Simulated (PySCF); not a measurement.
H2Be (SMILES [BeH2]), singlet, at a GFN2-xTB geometry (such geometries of metal compounds can be far from the true shape). Base run: HF/6-31G* run with PySCF.

PySCF was given this input:
```python
from pyscf import gto, scf

mol = gto.M(
    atom='''
Be    0.00000000    0.00000000    0.00000000
H     0.00000000    0.00000000    1.27939097
H    -0.00000000   -0.00000000   -1.27939097
''',
    basis='6-31g*',
    verbose=5,
)

mf = scf.RHF(mol)
mf.kernel()
```

Variants of this job, named by their change:

| change | E (Eh) | HOMO (eV) | HOMO-LUMO gap (eV) | core-seconds (rough) |
|---|---|---|---|---|
| base | -15.76375 | -12.30 | 14.83 | 0.2 |
| functional = b3lyp5 | -15.89440 | -8.55 | 7.99 | 0.6 |
| functional = pbe0 | -15.86610 | -8.83 | 8.44 | 0.5 |
| functional = pbe | -15.85446 | -7.43 | 6.18 | 0.7 |
| functional = b97-1 | -15.89913 | -8.59 | 8.15 | 0.7 |
| functional = wb97x | -15.89909 | -11.41 | 13.08 | 0.8 |
| functional = o3lyp | -15.90116 | -8.05 | 7.37 | 0.6 |
| functional = camb3lyp | -15.88655 | -10.34 | 10.92 | 0.8 |
| functional = bhandhlyp | -15.89913 | -10.18 | 10.62 | 0.6 |
| functional = bp86 | -15.89498 | -7.55 | 6.24 | 0.5 |
| functional = b3lyp; dispersion = d3zero | -15.91568 | -8.64 | 8.00 | 0.6 |
| functional = wb97x_v | -15.89816 | -11.40 | 13.07 | 20 |
| functional = b97m_v | -15.92737 | -7.78 | 6.73 | 20 |

Total energies compare only within one method and basis.
